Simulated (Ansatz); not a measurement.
A made-up structure of NaSnNH4, closed shell:

Na1  (-1.701, -1.198, 1.441)
N2  (-0.399, -1.232, -0.211)
Sn3  (0.410, 0.583, -0.178)
H4  (-0.044, -1.789, -0.979)
H5  (0.066, 1.685, -1.466)
H6  (-0.852, -1.645, 0.604)
H7  (2.100, 0.748, 0.154)
(Å)

It is relaxed with PBE-D4/def2-SVP and then PBE0-D4/def2-TZVP (Ansatz 0.2.0). Atoms count as bonded within 1.22 times the sum of their covalent radii (H–H: 0.88 Å). The end point is not checked to be a true minimum.

Does its bonding change? (A judgement: the text doesn't fix the answer.)

By the calculation: Yes. Formed: none; broken: Na1–H6.

Where it ends: The first stage lowers the energy by 4.15 eV in 17 steps. It ends as NaSnNH₄ ([NH2]1[Na][SnH2]1):
```
7
angstrom
Na -1.9971 -0.6666 1.4004
N -0.4347 -1.3325 -0.0779
Sn 0.1505 0.8102 0.1446
H -0.5929 -1.5251 -1.0621
H 0.2143 1.2059 -1.5649
H 0.3647 -1.9102 0.1639
H 1.8754 0.5696 0.3617
```

Labels in which every atom is bracketed show which atoms are joined, not bond orders.

For scale, one of the runs: PBE0-D4/def2-TZVP relaxation, 137 basis functions, launched by `ansatz run in.yaml --threads 2 --pin off --events-out ev --progress --plain --max-ram 4352MiB`. Hardware: 2 CPU threads of an Intel Xeon Platinum 8259CL, shared host. Wall time about 33 s.
